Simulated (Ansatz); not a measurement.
`N[BH][GeH3]` and `N[BH][SnH3]` differ in one atom or group.

Ansatz, PBE0-D4/def2-TZVP geometries, multiplicity 1. Each molecule was computed in one conformer, which needn't be the lowest.

Elements past krypton have def2 core potentials. Scalar relativity is left out up to krypton.

```json
{"property": "LUMO energy (B3LYP/def2-TZVPP) / eV", "`N[BH][GeH3]`": "-0.64"}
{"property": "LUMO energy (PBE/def2-TZVPP) / eV", "`N[BH][GeH3]`": "-1.37"}
{"property": "HOMO energy (B3LYP/def2-TZVPP) / eV", "`N[BH][GeH3]`": "-7.62"}
{"property": "HOMO–LUMO gap (PBE0/def2-TZVPP) / eV", "`N[BH][GeH3]`": "7.37"}
{"property": "HOMO–LUMO gap (PBE/def2-TZVPP) / eV", "`N[BH][GeH3]`": "5.24"}
{"property": "HOMO–LUMO gap (B3LYP/def2-TZVPP) / eV", "`N[BH][GeH3]`": "6.98"}
```

(1) What does the change do to each property? (Best estimate.)

## Answers

(1) Computed: 
```tsv
property	`N[BH][SnH3]`	shift
LUMO energy (B3LYP/def2-TZVPP) / eV	-0.83	-0.19
LUMO energy (PBE/def2-TZVPP) / eV	-1.54	-0.17
HOMO energy (B3LYP/def2-TZVPP) / eV	-7.32	0.30
HOMO–LUMO gap (PBE0/def2-TZVPP) / eV	6.87	-0.50
HOMO–LUMO gap (PBE/def2-TZVPP) / eV	4.83	-0.41
HOMO–LUMO gap (B3LYP/def2-TZVPP) / eV	6.49	-0.49
```

With PBE0 the HOMO rises by 0.31 eV and the LUMO falls by 0.19 eV, so the gap narrows by about 0.50 eV. PBE moves the HOMO by 0.24 eV and ωB97M-V by 0.36 eV.

B3LYP here is the variant with VWN-RPA as its local correlation; programs differ in this.
